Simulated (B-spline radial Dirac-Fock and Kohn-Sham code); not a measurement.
**How the settings move the core levels of Mg**

ΔSCF core binding energies without Breit or QED terms, calculated with an atomic code on a B-spline grid. Keys: rel is the Hamiltonian (dirac, or spin-free x2c and nr, where L3 and M5 stand for the whole 2p and 3d shells), method is hf or an exchange,correlation pair (spin-unpolarised, also for the hole states), nuc the nuclear model, radius_factor scales its radius, rmax is the box in bohr, h the logarithmic mesh step, order the B-spline order, points the quadrature points per cell, c_factor scales the speed of light, and damp, ndamp, maxit and tol steer the iteration. The run stops when the commutator error falls below 10·tol·max(1, Z/10), or the numerical noise floor, and the energy has settled to about 1e-8 Ha; the virial ratio is −V/T.

Base input:

```json
{"items": [{"Z": 12, "q": 0, "cfg": [[1, 0, 2], [2, 0, 2], [2, 1, 6], [3, 0, 2]], "A": 24, "rrms": 3.057, "do": "settings", "holes": ["K", "L3", "M5"],
  "settings": [{"rel": "dirac", "method": "hf", "nuc": "fermi", "radius_factor": 1.0, "rmax": 45.0, "h": 0.3, "order": 8, "points": 10, "c_factor": 1.0, "maxit": 60, "damp": 0.5, "ndamp": 3, "tol": 1e-08}]}]}
```

The ground state converged in 10 iterations, with total energy -199.93506 Ha, virial ratio 1.99679 and highest orbital energy -6.90 eV. ΔSCF binding energies: K (1s) 1311.7 eV, L3 (2p3/2) 56.31 eV. Holes are computed only in closed shells, and unreliable hole states are left out.

Changes from the base run:

```
                              changed setting  Δ total energy (Ha)  Δ K (eV)  Δ L3 (eV)  iterations
                           method = "pbe,pbe"             -0.34480    +10.73      +2.13           9
                                      h = 0.5             +0.00036      0.00       0.00          10
                          radius_factor = 0.5             -0.00007      0.00       0.00           9
                            method = "pbesol"             +0.09466     +7.55      +2.04           9
      rel = "x2c"; method = "pbesol"; h = 0.5             +0.10899     +7.29      +2.14          10
    method = "pbe,pbe"; h = 0.18; tol = 1e-06                    ?         ?          ?           ?
                                  tol = 1e-06              0.00000      0.00       0.00           9
                                  rmax = 25.0              0.00000      0.00       0.00          10
                                    order = 7              0.00000      0.00       0.00          10
radius_factor = 0.5; rmax = 80.0; tol = 1e-06             -0.00007      0.00       0.00           9
         rmax = 25.0; damp = 0.0; tol = 1e-06              0.00000      0.00       0.00           8
                               nuc = "sphere"              0.00000      0.00       0.00          10
```

Question: What does the change method = "pbe,pbe"; h = 0.18; tol = 1e-06 do?

Answer: The total energy moves by -0.34480 Ha and the binding energies by K +10.73 eV, L3 +2.13 eV; the run takes 8 iterations.
